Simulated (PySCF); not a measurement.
**Al⁺: ionisation energy**

Al⁺ [Ne] 3s2 (1S) → Al²⁺ [Ne] 3s1 (2S), as a difference of total energies. Computed with PySCF 2.14 in cc-pV(T+d)Z, with the non-relativistic Hamiltonian (point nucleus). Correlated levels: valence: [Ne] frozen. The calculations carry no spin-orbit coupling.

```csv
method,ionisation energy (eV),error (eV)
UHF,17.519,-1.310
M06-2X,18.993,+0.164
PBE,18.749,-0.080
MP2 (valence),18.274,-0.555
SCS-MP2 (valence),18.425,-0.404
CCSD (valence),18.595,-0.234
```

Reference: 18.829 eV (measured; NIST Atomic Spectra Database, ionization energies).

Errors of the correlated levels include the incompleteness of this basis and the frozen core.

With two correlated electrons CCSD is exact in that space.
